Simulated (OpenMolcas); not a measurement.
## N2+, P2+, As2+, Sb2+: ns2 np down the group

| Property | Result |
| --- | --- |
| Program | OpenMolcas 26.06 |
| Method | MS-CASPT2, IPEA 0.25 Eh, imaginary shift 0.1 Eh |
| Basis | ANO-RCC-VTZP |
| Scalar Hamiltonian | DKH2, point nucleus |
| Spin-orbit coupling | state interaction with AMFI integrals over the reference wave functions, term energies averaged over their components |

Active space for each ion: 3 electrons in 8 orbitals (s p s p); closed shells correlated by CASPT2: N2+ 1s; P2+ 2s 2p; As2+ 3d; Sb2+ 4d.

Computed levels in cm-1 above 2P* 1/2:

| Level | N2+ | P2+ | As2+ | Sb2+ |
| --- | --- | --- | --- | --- |
| 2P* 3/2 | 168 | 492 | 2650 | 5950 |
| weight of 2P* in the lowest level (%) | 100 | 100 | 100 | 100 |

Measured, with the error of the calculation in %. Measured levels: N2+ from Moore, Selected Tables of Atomic Spectra, NSRDS-NBS 3, section 5; P2+ from Martin, Zalubas and Musgrove, J. Phys. Chem. Ref. Data 14, 751 (1985); As2+ from Moore, Atomic Energy Levels, vol. II, NSRDS-NBS 35 (1971 reprint of NBS Circular 467, 1952); Sb2+ from Moore, Atomic Energy Levels, vol. III, NSRDS-NBS 35 (1971 reprint of NBS Circular 467, 1958).

```csv
Level,N2+,P2+,As2+,Sb2+
2P* 3/2,174 (-3.5),559 (-12.0),2940 (-9.8),6576 (-9.5)
```

The fine-structure level 2P* 3/2 changes by a factor of 35.4 from N2+ to Sb2+.

Over all roots computed the reference weight is 0.86 to 0.99 in P2+, 0.88 to 0.99 in As2+, 0.84 to 0.94 in Sb2+; the roots of lowest weight are the least certain, and an intruder state may touch them. Active for correlation alone: 3p 3s; no level in the range computed is led by a configuration that fills them, so any true level of that kind is missing (holds for N2+). The run also gave levels led by 3s2 4p, which use shells meant for correlation; these and all levels above them are left out (holds for P2+). The run also gave levels led by 4s2 5p, which use shells meant for correlation; these and all levels above them are left out (holds for As2+). The run also gave levels led by 5s2 6p, which use shells meant for correlation; these and all levels above them are left out (holds for Sb2+). Computed and measured levels are paired by configuration, term and J; levels that our copy of the source lacks, or whose pairing is in doubt (as where it misses far off the trend of its configuration), stay unpaired and out of the deviations. Only configurations of the active space appear.

* marks odd parity.
